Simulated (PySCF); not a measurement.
## Mg (magnesium, neutral) across methods

[Ne] 3s1 4s1, high-spin 3S determinant (an excited configuration). Calculation: PySCF 2.14, in dyall-acv3z; scalar relativity by spin-free X2C-1e.

```
   method  E (hartree)  mean ε 2p β (eV)  mean ε 3s α (eV)  mean ε 4s α (eV)  Σ⟨r²⟩ (bohr²)   ⟨S²⟩
   r2SCAN    -200.1763           -53.115            -8.543            -1.571          93.98  2.000
     PBE0    -200.1010           -55.681            -9.136            -1.887          91.51  2.000
CAM-B3LYP    -200.2017           -57.075           -10.402            -2.163          93.90  2.000
  wB97M-V    -200.1889           -58.006           -11.041            -2.373          88.08  2.000
      PBE    -200.0854           -51.555            -8.273            -1.629          89.52  2.000
      LDA    -199.2587           -51.736            -8.402            -1.616          90.11  2.000
  wB97X-V    -200.1622           -58.021           -11.166            -2.488          96.25  2.000
```

**Question.** Estimate the same row for UHF.

**Answer.** E (hartree) = -199.76701; mean ε 2p β (eV) = -66.963; mean ε 3s α (eV) = -11.371; mean ε 4s α (eV) = -2.406; Σ⟨r²⟩ (bohr²) = 99.54; ⟨S²⟩ = 2.000.

The outer electron is Rydberg-like, and this basis confines it to a smaller radius and binds it less than a complete one would.
